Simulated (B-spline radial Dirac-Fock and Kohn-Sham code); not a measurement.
**Dipole and non-dipole photoemission parameters of Re²⁺ 3d5/2**

System: Re²⁺, configuration [Xe] 4f14 5d5; threshold 1909.7 eV (orbital energy of the model). Model: Dirac-Hartree-Slater photoionisation with a Latter tail; cross sections with all multipoles, angular parameters from the dipole term and its interference with E2. Program: a B-spline atomic structure program.

For linearly polarised light dσ/dΩ = σ/(4π) [1 + β P₂(cos θ) + (δ + γ cos²θ) sin θ cos φ], with θ from the polarisation vector and φ the angle between the beam and the projection of the electron momentum on the plane normal to the polarisation.

```
hν (eV)  σ (kb)      β       γ       δ
   1960     555  0.455  -0.030  -0.001
   2440     343  0.844  -0.211  -0.006
   2730       ?      ?       ?       ?
   3240     158  1.137  -0.044   0.040
   3430     134  1.166   0.016   0.048
   3510     126  1.175   0.042   0.051
 5414.7    33.9  1.223   0.602   0.102
   6020    24.3  1.210   0.748   0.115
   6490    19.1  1.197   0.852   0.126
 9251.7    5.86  1.100   1.336   0.186
   9770    4.86  1.081   1.406   0.197
  12800    1.89  0.981   1.745   0.261
```

Question: Give the values at 2730 eV.

Answer: σ = 254 kb, β = 0.999, γ = -0.183, δ = 0.014.

Values without a named source are computed, but for edge energies of neutral atoms, which are taken from tables.
